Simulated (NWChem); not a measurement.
System: C$_{3}$H$_{2}$N$_{3}$, doublet; SMILES n1cn[c]nc1

Input file for NWChem:

```
start job
memory heap 200 mb stack 900 mb global 1100 mb
geometry units angstroms noautoz
  C      0.000000     0.000000     1.314372
  N      1.172969     0.093163     0.754202
  C      1.120041     0.088924    -0.582424
  N      0.000000     0.000000    -1.289013
  C     -1.120041    -0.088924    -0.582424
  N     -1.172969    -0.093163     0.754202
  H      2.067690     0.164173    -1.129362
  H     -2.067690    -0.164173    -1.129362
end
basis spherical
  * library 6-31g*
end
dft
  odft
  mult 2
  xc becke97-d
  disp vdw 2
  iterations 150
  mulliken
end
task dft energy
```

In the optimisation the excess spin sits in a (C2, its own frame). Geometry: optimised at PBE0/def2-SVP, spin-unrestricted. No stability test was run on the SCF state.

Problem. What results follow from this input? (B97-D/6-31G* (spherical d), spin-unrestricted.) Quantities: energy (Ha); highest occupied level (eV); lowest empty minus highest occupied level, either spin (eV); dipole (D); <S²>.

Solution. 
| Item | Value |
|---|---|
| energy (Ha) | -279.48 |
| highest occupied level (eV) | -5.13 |
| lowest empty minus highest occupied level, either spin (eV) | 2.00 |
| dipole (D) | 1.44 |
| <S²> | 0.756 |
